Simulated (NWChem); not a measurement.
Species: CuH2O2, doublet; SMILES [OH][Cu][OH]

```xyz
5

Cu     0.0000     0.0000    -0.0079
O     -1.7464     0.0000    -0.0813
H     -2.2107     0.0000     0.7642
O      1.7464     0.0000    -0.0813
H      2.2107     0.0000     0.7642
```
Atoms are numbered in this order, from 1.

Results from NWChem. Spin-unrestricted. Medium grid unless said otherwise, to which SCAN and Minnesota functionals are sensitive. In the optimisation the excess spin sits in a2 (C2v, its own frame). Geometry: optimised at PBE0/def2-SVP, spin-unrestricted. The spin multiplicity was typed, not searched, and may not be the lowest. No stability test was run on the SCF state.

For level MN15/def2-SVP:

```yaml
highest occupied level (eV): -8.37
lowest empty minus highest occupied level, either spin (eV): 4.64
```

Question: How do the values read with level CAM-B3LYP/def2-SVP instead?

Answer: The highest occupied level (eV) is -8.91 and the lowest empty minus highest occupied level, either spin (eV) comes out as 5.96.
